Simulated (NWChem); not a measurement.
Species: C3H5B; SMILES C#CBC

```xyz
9

B     -0.6016     0.5627    -0.0082
C     -0.1472    -0.8884    -0.0018
C      0.2175    -2.0530     0.0012
H      0.5358    -3.0805     0.0038
H     -1.7955     0.7726     0.0144
C      0.3883     1.7707    -0.0127
H      0.2681     2.2959     0.9543
H      0.0917     2.5137    -0.7722
H      1.4483     1.5129    -0.1381
```
Atoms are numbered in this order, from 1.

Level: PBE0/def2-SVP (NWChem), optimised geometry, unscaled harmonic frequencies. 

```json
[
 {"frequency (cm⁻¹)": "25", "IR intensity (km/mol)": "2.8"},
 {"frequency (cm⁻¹)": "184", "IR intensity (km/mol)": "2.2"},
 {"frequency (cm⁻¹)": "270", "IR intensity (km/mol)": "2.5"},
 {"frequency (cm⁻¹)": "479", "IR intensity (km/mol)": "6.1"},
 {"frequency (cm⁻¹)": "623", "IR intensity (km/mol)": "0.7"},
 {"frequency (cm⁻¹)": "667", "IR intensity (km/mol)": "48.8"},
 {"frequency (cm⁻¹)": "739", "IR intensity (km/mol)": "0.6"},
 {"frequency (cm⁻¹)": "800", "IR intensity (km/mol)": "24.3"},
 {"frequency (cm⁻¹)": "917", "IR intensity (km/mol)": "46.2"},
 {"frequency (cm⁻¹)": "923", "IR intensity (km/mol)": "29.0"},
 {"frequency (cm⁻¹)": "1030", "IR intensity (km/mol)": "11.4"},
 {"frequency (cm⁻¹)": "1199", "IR intensity (km/mol)": "115.8"},
 {"frequency (cm⁻¹)": "1303", "IR intensity (km/mol)": "109.5"},
 {"frequency (cm⁻¹)": "1419", "IR intensity (km/mol)": "5.7"},
 {"frequency (cm⁻¹)": "1434", "IR intensity (km/mol)": "5.6"},
 {"frequency (cm⁻¹)": "2166", "IR intensity (km/mol)": "76.3"},
 {"frequency (cm⁻¹)": "2598", "IR intensity (km/mol)": "131.8"},
 {"frequency (cm⁻¹)": "3038", "IR intensity (km/mol)": "0.2"},
 {"frequency (cm⁻¹)": "3116", "IR intensity (km/mol)": "2.8"},
 {"frequency (cm⁻¹)": "3179", "IR intensity (km/mol)": "9.4"},
 {"frequency (cm⁻¹)": "3476", "IR intensity (km/mol)": "47.1"}
]
```

| Item | Result |
|---|---|
| zero-point energy | 42.3 kcal/mol |
| thermal correction to the enthalpy at 298.15 K (with zero-point energy) | 46.4 kcal/mol |
| heat capacity Cv | 18.0 cal/(mol K) |
| entropy at 298.15 K and 1 atm (symmetry number 1) | 74.1 cal/(mol K) |
| dipole moment | 0.63 D |

Rigid rotor and harmonic oscillator; modes under 100 cm⁻¹ make the entropy uncertain.
